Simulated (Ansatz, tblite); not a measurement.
Spin states of Ge2O4⁻ (the lowest doublet isomer of a short search), each relaxed with PBE-D4/def2-SVPD in Ansatz. Electronic energies in the gas phase.

The xTB rows come from tblite. HSE06 is defined as in plane-wave codes, on full-range PBE exchange. Correlated methods freeze 22 core orbitals; core or outer-core shells of Ge are correlated, in sets that lack core-valence functions. The structure comes from a short search, and lower isomers may exist.

Doublet geometry (Cs within 0.1 Å):

Cartesian coordinates in Å:
```
Ge 0.267 -0.412 1.129
Ge 0.141 0.466 -1.434
O 0.051 -1.236 -0.441
O 0.343 1.209 0.381
O -1.232 0.933 -2.336
O 0.431 -0.960 2.700
```

Quartet geometry (C2 within 0.1 Å):

```xyz
6

Ge   -1.071    0.395   -0.743
Ge    1.027   -0.268    0.854
O    -0.362    1.001    0.891
O     0.321   -0.890   -0.790
O     0.934   -1.636    1.967
O    -0.849    1.398   -2.179
```

⟨S²⟩: doublet 0.76 at PBE0-D4/def2-TZVPD (pure 0.75), quartet 3.78 at PBE0-D4/def2-TZVPD (pure 3.75).

Run but left out: HF/STO-3G (doublet: ⟨S²⟩ 1.30, where a pure state has 0.75).

Only these spin states were relaxed.

```json
{"level": "GFN2-xTB", "quartet − doublet (kJ/mol)": "303.4", "lowest of these": "doublet"}
{"level": "HF/def2-TZVPD", "quartet − doublet (kJ/mol)": "122.8", "lowest of these": "doublet"}
{"level": "r2SCAN-D4/def2-TZVPD", "quartet − doublet (kJ/mol)": "215.1", "lowest of these": "doublet"}
{"level": "PBE0-D4/def2-TZVPD", "quartet − doublet (kJ/mol)": "247.1", "lowest of these": "doublet"}
```

(1) Estimate the rows for GFN1-xTB, PBE-D4/def2-TZVPD, HSE06-D4/def2-TZVPD, MP2/def2-TZVPD.

## Answers

(1) 
```tsv
level	quartet − doublet (kJ/mol)	lowest of these
GFN1-xTB	371.2	doublet
PBE-D4/def2-TZVPD	213.2	doublet
HSE06-D4/def2-TZVPD	244.3	doublet
MP2/def2-TZVPD	396.8	doublet
```

The xTB methods have no spin-polarisation term.
